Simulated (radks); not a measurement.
Question: Rh XIX, 27 electrons, occupied as [Ar] 3d9. Method: Dirac Kohn-Sham, PBE, spin-unpolarised, spherical densities, finite nucleus; open shells fill j = l - 1/2 first; Fermi nuclear charge, rms radius 4.4945 fm; computed with a radial shooting solver on a logarithmic mesh with Libxc functionals. Some entries of the table are withheld. Estimate them.

| orbital | occ. | eigenvalue (hartree) | <1/r> (bohr^-1) |
|---|---|---|---|
| 1s1/2 | 2 | -864.9835 | 47.06 |
| 2s1/2 | 2 | -141.0502 | 10.81 |
| 2p1/2 | 2 | (1) | (2) |
| 2p3/2 | 4 | (3) | (4) |
| 3s1/2 | 2 | -39.08681 | 3.832 |
| 3p1/2 | 2 | -35.56988 | (5) |
| 3p3/2 | 4 | -34.60025 | (6) |
| 3d3/2 | 4 | -28.45633 | (7) |
| 3d5/2 | 5 | -28.25863 | (8) |
| 4s1/2 | 0 | -17.12624 | 1.747 |
| 4p1/2 | 0 | (9) | (10) |
| 4p3/2 | 0 | (11) | (12) |

Answer: 
(1) 2p1/2 eigenvalue (hartree): -132.0439
(2) 2p1/2 <1/r> (bohr^-1): 10.78
(3) 2p3/2 eigenvalue (hartree): -126.7098
(4) 2p3/2 <1/r> (bohr^-1): 10.19
(5) 3p1/2 <1/r> (bohr^-1): 3.745
(6) 3p3/2 <1/r> (bohr^-1): 3.603
(7) 3d3/2 <1/r> (bohr^-1): 3.451
(8) 3d5/2 <1/r> (bohr^-1): 3.414
(9) 4p1/2 eigenvalue (hartree): -15.82514
(10) 4p1/2 <1/r> (bohr^-1): 1.687
(11) 4p3/2 eigenvalue (hartree): -15.55913
(12) 4p3/2 <1/r> (bohr^-1): 1.646
